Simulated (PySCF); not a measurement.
# Trend along the halogens: MIn anions

PBE with triple-zeta basis sets in PySCF, for the lowest determinant that a PBE0 search found; no spin–orbit coupling. De refers to high-spin ground-configuration atoms (the charge goes to the atom of lower measured ionisation energy or higher electron affinity, which is not always the lowest computed limit). A positive dipole points towards In; it is taken about the centre of mass and depends on that origin.

| M | basis | charged atom | state (unpaired electrons) | Re (Å) | ωe (cm⁻¹) | De (eV) | μ (D) |
| --- | --- | --- | --- | --- | --- | --- | --- |
| F | def2-TZVPPD | F− | doublet (π ↑) | 2.112 | 389 | 2.25 | 1.46 |
| Br | def2-TZVPPD | Br− | doublet (π ↑) | 2.793 | 141 | 1.22 | 0.50 |

The row for M = Cl is missing. Estimate Re, ωe and De as the mean of the rows for F and Br, and compare with the calculation.

The means are 2.453 Å, 265 cm⁻¹ and 1.73 eV. PBE in def2-TZVPPD gives InCl⁻ as a doublet (π ↑) with Re = 2.615 Å, ωe = 207 cm⁻¹, De = 1.39 eV, so the estimate is off by -16.2 pm, +28 % and +0.34 eV.

These are scalar-relativistic numbers at best; spin–orbit coupling would shift them, the dissociation energy most. For an ion De counts to the pair picked by the measured ionisation energies or electron affinities, which need not be the lowest pair at this level. The highest Kohn–Sham level is positive in some of these anions. Much of that is self-interaction error, but it also means that the finite basis helps to hold the extra electron. States were picked by a PBE0 search and need not be the measured ground states.
